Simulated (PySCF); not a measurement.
Bi⁷¹⁺ (bismuth, charge +71): Hartree-Fock from Schrödinger to Dirac-Coulomb-Breit

Occupied: 1s1/2, 2s1/2, 2p1/2, 2p3/2, 3s1/2. Hartree-Fock calculated with PySCF 2.14 in an uncontracted even-tempered set (16 s from 12 bohr⁻², ratio 2.7; 14 p from 14 bohr⁻², ratio 2.7), Gaussian nucleus throughout. NR is non-relativistic, sf-X2C the spin-free one-electron X2C Hamiltonian, X2C adds the bare one-electron spin-orbit term, X2C-SNSO screens it by Boettger's factors, DC is four-component Dirac-Coulomb, and the Gaunt and Breit terms are added at first order (total energies over the DC spinors, levels after relaxing the spinors in that mean field). QED terms are absent. Levels marked empty are virtual spinors of this ion; the basis has s and p functions only, so 3d, which can lie below the n = 4 levels, is absent.

| Hamiltonian | E (hartree) | E − E(DC) (hartree) | CPU seconds |
| --- | --- | --- | --- |
| NR | -13685.8931 | 1329.8245 | 0.33 |
| sf-X2C | -14974.7218 | 40.9958 | 0.24 |
| X2C | -15008.7988 | 6.9189 | 0.24 |
| X2C-SNSO | -15007.0068 | 8.7108 | 0.24 |
| DC | -15015.7176 | 0.0000 | 11 |
| DC+Gaunt | -14994.0757 | 21.6419 | 18 |
| DC+Breit | -14995.9502 | 19.7674 | 50 |

| level (eV) | NR | sf-X2C | X2C | X2C-SNSO | DC | DC+Gaunt | DC+Breit |
| --- | --- | --- | --- | --- | --- | --- | --- |
| 1s1/2 | -88014.5 | -97661.0 | -97628.6 | -97630.3 | -97764.0 | -97412.7 | -97435.9 |
| 2s1/2 | -19952.9 | -22755.6 | -22747.5 | -22748.0 | -22768.5 | -22728.3 | -22731.4 |
| 2p1/2 | -19503.3 | -20415.7 | -22204.6 | -22150.9 | -22167.2 | -22098.0 | -22104.5 |
| 2p3/2 | -19503.3 | -20415.7 | -19744.4 | -19759.5 | -19773.0 | -19728.7 | -19735.3 |
| 3s1/2 | -8389.2 | -9275.5 | -9274.1 | -9274.2 | -9279.2 | -9268.4 | -9269.7 |
| 3p1/2 (empty) | -8123.3 | -8490.8 | -8966.8 | -8952.7 | -8957.0 | -8939.3 | -8941.6 |
| 3p3/2 (empty) | -8123.3 | -8490.8 | -8308.6 | -8312.7 | -8315.6 | -8304.2 | -8306.5 |
| 4s1/2 (empty) | -4538.8 | -4897.4 | -4896.9 | -4896.9 | -4898.7 | -4894.8 | -4895.3 |

```csv
interval (eV),X2C,X2C-SNSO,DC,DC+Gaunt,DC+Breit
2p3/2 − 2p1/2,2460,2391,2394,2369,2369
3p3/2 − 3p1/2,658.2,640.0,641.4,635.1,635.0
```

Weight of the small component: 1s1/2 0.101, 2s1/2 0.0239, 2p1/2 0.0238, 2p3/2 0.0210, 3s1/2 0.00936, 3p1/2 0.00925, 3p3/2 0.00852, 4s1/2 0.00453.

Koopmans' value for the highest occupied level at DC+Breit: 9269.7 eV, against an ionisation energy of 9270 ± 60 eV (theoretical estimate listed by NIST; NIST Atomic Spectra Database, ionization energies); the former lacks relaxation, correlation, QED and recoil.

The whole ladder took 82 s of wall time on 1 thread of Neoverse-V1 (shared host), launched as `OMP_NUM_THREADS=1 python relrun2.py TASK.json OUT` (a driver that calls PySCF for each Hamiltonian).
